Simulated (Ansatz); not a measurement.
One change: `F[CH2][SnH2][SH]` becomes `F[CH2][SnH2][Br]`.

Ansatz, PBE0-D4/def2-TZVP geometries, multiplicity 1. Each molecule was computed in one conformer, which needn't be the lowest.

Elements past krypton have def2 core potentials. Scalar relativity is left out up to krypton.

```csv
property,`F[CH2][SnH2][SH]`
HOMO energy (ωB97M-V/def2-TZVPP) / eV,-9.41
size of the dipole moment (PBE/def2-TZVPP) / D,1.99
LUMO energy (PBE0/def2-TZVPP) / eV,-0.50
HOMO–LUMO gap (PBE/def2-TZVPP) / eV,4.65
size of the dipole moment (ωB97M-V/def2-TZVPP) / D,2.12
HOMO–LUMO gap (B3LYP/def2-TZVPP) / eV,6.21
```

**Question.** What does the change do to each property? (Estimate.)

**Answer.** The calculation gave: 
```json
{"property": "HOMO energy (ωB97M-V/def2-TZVPP) / eV", "`F[CH2][SnH2][Br]`": "-10.16", "shift": "-0.75"}
{"property": "size of the dipole moment (PBE/def2-TZVPP) / D", "`F[CH2][SnH2][Br]`": "2.65", "shift": "0.66"}
{"property": "LUMO energy (PBE0/def2-TZVPP) / eV", "`F[CH2][SnH2][Br]`": "-0.95", "shift": "-0.45"}
{"property": "HOMO–LUMO gap (PBE/def2-TZVPP) / eV", "`F[CH2][SnH2][Br]`": "4.92", "shift": "0.27"}
{"property": "size of the dipole moment (ωB97M-V/def2-TZVPP) / D", "`F[CH2][SnH2][Br]`": "2.83", "shift": "0.71"}
{"property": "HOMO–LUMO gap (B3LYP/def2-TZVPP) / eV", "`F[CH2][SnH2][Br]`": "6.52", "shift": "0.31"}
```

With PBE0 the HOMO falls by 0.77 eV and the LUMO falls by 0.45 eV, so the gap widens by about 0.32 eV. PBE moves the HOMO by -0.72 eV and ωB97M-V by -0.75 eV. The zero-point energy changes by -21.6 kJ/mol with -3 modes. Dipoles are sizes alone; their direction can turn.

B3LYP here is the variant with VWN-RPA as its local correlation; programs differ in this.

Spin–orbit coupling is left out; it splits and shifts lone-pair levels of the heavy atoms by tenths of an eV.
